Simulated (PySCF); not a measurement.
SnFCl3, SMILES [Cl][Sn]([Cl])([F])[Cl].

Geometry optimised at PBE0-D3(BJ)/def2-SVP. The def2 effective core potentials stand for the cores of Sn; spin–orbit coupling is left out.

The numbers are results of PBE/def2-TZVP (PySCF), not measurements.

Isolated molecule, no solvent.

total energy: -1694.34342 hartree
point group: C3v
highest occupied level: -8.45 eV
lowest empty level: -4.41 eV
orbital gap: 4.05 eV
dipole moment: 1.06 D
quadrupole, principal values (traceless, Buckingham form, about the centre of nuclear charge): -3.86, 1.93, 1.93 D·Å
mean static polarisability: 74.2 bohr³ (10.99 Å³)
polarisability, principal values: 59.2, 81.6, 81.6 bohr³
